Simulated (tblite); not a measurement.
Species: C6H13FOSi.
SMILES with atom numbers: `[CH3:1][CH2:2]/[C:3](=[CH:4]/[SiH2:5][CH2:6][F:7])[O:8][CH3:9]` (hydrogens: H10, H11, H12 on C1; H13, H14 on C2; H15 on C4; H16, H17 on Si5; H18, H19 on C6; H20, H21, H22 on C9)

Computed geometry: GFN2-xTB, gas phase.

Task: What internal coordinates does the optimisation give?

Result: 
| bond | length (Å) |
| --- | --- |
| C1–C2 | 1.523 |
| C2–C3 | 1.504 |
| C3=C4 | 1.336 |
| C4–Si5 | 1.866 |
| Si5–C6 | 1.923 |
| C6–F7 | 1.384 |
| C3–O8 | 1.371 |
| O8–C9 | 1.406 |
| C1–H10, C1–H11, C1–H12 | 1.087 |
| C2–H13, C2–H14 | 1.095 |
| C4–H15 | 1.076 |
| Si5–H16, Si5–H17 | 1.468 |
| C6–H18, C6–H19 | 1.092 |
| C9–H20, C9–H21, C9–H22 | 1.093 |

Bonds in one row agree within 0.01 Å and their mean is given. A selection of angles:
| angle | degrees |
| --- | --- |
| C2–C1–H10 | 109.6 |
| C2–C1–H11 | 110.7 |
| H10–C1–H11 | 108.4 |
| H11–C1–H12 | 108.9 |
| C1–C2–C3 | 114.3 |
| C1–C2–H13 | 108.8 |
| C3–C2–H13 | 108.4 |
| C3–C2–H14 | 108.9 |
| H13–C2–H14 | 107.2 |
| C2–C3–C4 | 126.2 |
| C2–C3–O8 | 118.4 |
| C4–C3–O8 | 115.4 |
| C3–C4–Si5 | 119.6 |
| C3–C4–H15 | 119.4 |
| Si5–C4–H15 | 121.0 |
| C4–Si5–C6 | 106.6 |
| C4–Si5–H16 | 113.4 |
| C6–Si5–H16 | 105.5 |
| C6–Si5–H17 | 107.8 |
| H16–Si5–H17 | 110.1 |
| Si5–C6–F7 | 110.9 |
| Si5–C6–H18 | 112.3 |
| Si5–C6–H19 | 112.9 |
| F7–C6–H18 | 106.1 |
| H18–C6–H19 | 108.1 |
| C3–O8–C9 | 120.7 |
| O8–C9–H20 | 105.4 |
| O8–C9–H21 | 111.8 |
| H20–C9–H21 | 109.1 |

Torsions: C1–C2–C3–C4 -6° (synperiplanar); C2–C3–C4–Si5 180° (antiperiplanar); C3–C4–Si5–C6 173° (antiperiplanar); C4–Si5–C6–F7 57° (synclinal); C2–C3–O8–C9 14° (synperiplanar). The mirror-image conformer, all signs reversed, is as good.

Si5 (SiH2 silicon) is distorted tetrahedral (angles from 105.5° to 113.4°). The 2 C–O bonds span 1.371 Å (C3–O8, drawn single) to 1.406 Å (O8–C9, drawn single), a spread of 0.035 Å. Of the pairs four or more bonds apart, C1···H15 is among the closest relative to their van der Waals radii: 2.57 Å, 89 % of the sum of Bondi's values. The C–C distances run from 1.336 Å (C3=C4, drawn double) to 1.523 Å (C1–C2, drawn single), a spread of 0.187 Å. The C–Si distances run from 1.866 Å (C4–Si5, drawn single) to 1.923 Å (Si5–C6, drawn single), a spread of 0.057 Å.

Point group: C1 (no symmetry element, even within 0.4 Å). Its GFN2-xTB frequencies are all real (lowest 27 cm⁻¹). The numbers are those of one conformer. 3 starts were optimised and ended at 0.00, 0.21 and 1.21 kcal/mol (GFN2-xTB); the lowest of these is shown.

Time: 2.4 s. Hardware: one thread of an Arm Neoverse N1, on a shared host. That covers the optimisation of the geometry.
